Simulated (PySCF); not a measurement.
C3H3, SMILES C#C[CH2], multiplicity 2.

Geometry: r2SCAN-D4/def2-TZVP. The isomer is the one that the SMILES or the coordinates give; other isomers of the formula were not compared.

These are PBE/def2-TZVPD run with PySCF values and carry that method's errors.

The molecule is in vacuum.

- total energy: -115.88760 hartree
- point group: C2v
- α spin, highest occupied and lowest empty level: -5.12 and -0.36 eV
- β spin, highest occupied and lowest empty level: -6.75 and -3.59 eV
- dipole moment: 0.10 D
- quadrupole, principal values (traceless, Buckingham form, about the centre of nuclear charge): -4.44, -1.77, 6.21 D·Å
- mean static polarisability: 39.3 bohr³ (5.82 Å³)
- polarisability, principal values: 27.4, 28.7, 61.7 bohr³
- ⟨S²⟩: 0.762 (pure state 0.75)
